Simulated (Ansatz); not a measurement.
Se(Me)(OMe) (C2H6OSe), SMILES O([Se]C)C.

The structure is a stationary point at B3LYP-D3(BJ)/def2-SVP. The values are those of a single conformer.

Two levels are set side by side: PBE/def2-SVPD (Ansatz, a program for electronic structure) and CAM-B3LYP/def2-SVPD (Ansatz). Energy differences of separate SCF runs at the same geometry; the states with an electron removed or added have multiplicity 2 and 2. Differences are taken from unrounded values.

```
quantity                            PBE
---------------------------------  ----
vertical ionisation energy (eV)    8.49
vertical singlet–triplet gap (eV)  2.95
```

Task: These are the PBE values. What does CAM-B3LYP give? (An estimate is asked for; the answer gives what the named calculation found.)

Result: 
| quantity | CAM-B3LYP | PBE minus CAM-B3LYP |
|---|---|---|
| vertical ionisation energy (eV) | 8.74 | -0.25 |
| vertical singlet–triplet gap (eV) | 3.12 | -0.17 |
